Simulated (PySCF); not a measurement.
This PySCF input asks for the NMR shieldings of `C=C(C(=C)F)C#CB(O)O`, C$_{6}$H$_{6}$BFO$_{2}$; the geometry comes from GFN2-xTB.

```python
import basis_set_exchange as bse
import numpy as np
from pyscf import gto, dft
from pyscf.prop import nmr

atoms = """
C    -0.498816   -2.533976   -0.374525
C    -1.381878   -1.709129   -0.920526
F    -2.448053   -2.225716   -1.579047
C    -1.340596   -0.246632   -0.898228
C    -2.291708    0.507806   -1.463689
C    -0.227771    0.338609   -0.240818
C     0.712658    0.854594    0.314258
B     1.918986    1.472819    1.021824
O     2.706459    0.641635    1.750124
O     2.132140    2.803518    0.878559
H    -0.618186   -3.600034   -0.447210
H     0.351658   -2.146214    0.153476
H    -2.238739    1.581780   -1.437427
H    -3.137874    0.063128   -1.959062
H     3.460730    1.031276    2.192649
H     2.893389    3.175479    1.324415
"""
names = dict.fromkeys(["C", "F", "B", "O", "H"], "pcSseg-1")
basis = {el: gto.basis.parse(bse.get_basis(n, elements=[el], fmt="nwchem")) for el, n in names.items()}
mol = gto.M(atom=atoms, basis=basis, charge=0, verbose=0)
mf = dft.RKS(mol, xc="PBE0")
mf.grids.level = 2
mf.grids.alignment = dft.numint.BLKSIZE   # the property module wants whole blocks of grid points
mf.conv_tol = 1e-9
mf.kernel()

calc = nmr.RKS(mf)   # GIAO
C = mf.mo_coeff
Co = C[:, mf.mo_occ > 0]
resp = mf.gen_response(singlet=True, hermi=2)
def vind(x):   # induced exchange potential for any number of trial vectors
    d = np.einsum("pi,xij,qj->xpq", C, 2 * x.reshape(-1, C.shape[1], Co.shape[1]), Co, optimize=True)
    return np.einsum("xpq,pi,qj->xij", resp(d - d.transpose(0, 2, 1)), C, Co, optimize=True).ravel()
mo1, _ = nmr.rhf.solve_mo1(calc, with_cphf=vind)
sigma = calc.kernel(mo1)
for i, s in enumerate(sigma):   # ppm
    print("%2d %-2s %9.2f" % (i, mol.atom_pure_symbol(i), np.trace(s) / 3))
```

**Question.** What does it print?

**Answer.** 
```
 0 C      84.19
 1 C      14.38
 2 F     289.15
 3 C      57.03
 4 C      51.90
 5 C      86.05
 6 C      86.14
 7 B      81.89
 8 O     210.94
 9 O     211.29
10 H      26.44
11 H      26.07
12 H      25.53
13 H      25.35
14 H      28.24
15 H      28.19
```

These numbers come from an equivalent density-fitted implementation of the same equations, which agrees with the script to about 0.01 ppm for H and up to a few tenths of a ppm for heavy atoms, so last digits may differ.

Size and cost of the density-fitted run: 200 basis functions, 38 s wall time on 1 thread of an Arm Neoverse V1, shared host; peak memory 0.87 GiB.
